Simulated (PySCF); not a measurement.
Molecule: `Cc1cc(C(F)(F)F)sn1`, C5H4F3NS.

Bonds (- single, = double, # triple, : aromatic): C1-C2, C2:C3, C3:C4, C4-C5, C5-F6, C5-F7, C5-F8, C4:S9, S9:N10, N10:C2. C1 carries H11, H12, H13; C3 carries H14.

Frames of a GFN2-xTB Langevin trajectory at 600 K; GIAO PBE0/pcSseg-1 shieldings in PySCF 2.14.0 with density-fitted response routines, gas phase, non-relativistic; equivalent atoms averaged within each frame.

Scale: TMS for $^{13}$C (σref 186.93) and $^{1}$H (σref 31.72); $^{19}$F (σref 170.95) against CFCl3; CS2 for $^{33}$S (σref 503.73); NH3 for $^{15}$N (σref 267.73) (reference shieldings calculated alike). The references are static minima.

**Question.** How do the shifts (ppm) fluctuate along the trajectory?

**Answer.** 
| time (fs) | C4 | C2 | C3 | C5 | C1 | F6/F7/F8 | S9 | N10 | H14 | H11/H12/H13 |
| --- | --- | --- | --- | --- | --- | --- | --- | --- | --- | --- |
| optimised geometry | 168.9 | 169.7 | 129.9 | 131.4 | 21.3 | -68.8 | 381 | 339.2 | 7.52 | 2.81 |
| 250 | 171.3 | 168.7 | 129.6 | 128.8 | 24.2 | -68.6 | 428 | 374.2 | 7.50 | 3.34 |
| 425 | 189.0 | 171.9 | 132.4 | 128.7 | 19.5 | -62.3 | 425 | 366.8 | 7.77 | 3.24 |
| 625 | 188.4 | 164.1 | 127.2 | 137.8 | 31.1 | -53.0 | 400 | 310.2 | 7.40 | 4.60 |
| 800 | 176.8 | 179.5 | 128.4 | 139.2 | 28.0 | -48.5 | 427 | 332.7 | 7.62 | 3.78 |
| 1000 | 183.2 | 170.2 | 132.3 | 132.7 | 36.5 | -56.3 | 460 | 355.9 | 7.82 | 4.52 |
| mean of frames | 181.7 | 170.9 | 130.0 | 133.5 | 27.9 | -57.7 | 428 | 347.9 | 7.62 | 3.89 |
| standard deviation | 7.6 | 5.6 | 2.3 | 4.9 | 6.5 | 7.9 | 22 | 26.3 | 0.18 | 0.64 |

5 frames give an uncertainty of the mean of about the standard deviation over 2.2 at best, since frames this close in time may not be independent; classical motion lacks zero-point vibration, and the reference would need the same averaging.
